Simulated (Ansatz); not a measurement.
Reaction (cleavage of the B–Sn bond): `O[BH][SnH2][F]` + HCl → `OBCl` + `[F][SnH3]`

Computed with Ansatz on PBE0-D4/def2-TZVP structures; ΔE is electronic, products minus reactants. CCSD(T)/CBS is the MP2 limit (def2-TZVPP, def2-QZVPP) plus CCSD(T) − MP2 in def2-TZVPP, frozen cores. This one scheme is used for every species. Functionals use def2-TZVPP. def2 core potentials past Kr. For Sn outer-core shells are correlated without core-valence functions, which leaves a few kJ/mol of doubt a bond. Each species was taken in one conformer, which may not be the lowest.

```tsv
level	ΔE (kJ/mol)
revPBE-D4	-85.8
B2PLYP	-94.7
```

Question: What does CCSD(T)/CBS give? (Estimate.)

Answer: Computed: -86.6 kJ/mol. The listed levels differ from it by 0.8, -8.1 kJ/mol.

Largest T1 diagnostic among the species: 0.015.

From PBE to PBE0 (25 % exact exchange), in def2-TZVPP and without D4, ΔE moves by −6.7 kJ/mol. Leaving LDA and LC-ωPBE aside and taking each functional with its dispersion term where it has one, the values, not all of them listed here, spread over 22.0 kJ/mol, from B97M-V to PBE-D4. LDA lies +6.0 kJ/mol from PBE without D4. In def2-TZVPP, CCSD(T) changes the Hartree–Fock value by +27.8 kJ/mol (the triples alone add +2.6 kJ/mol) and MP2 by +24.9 kJ/mol.
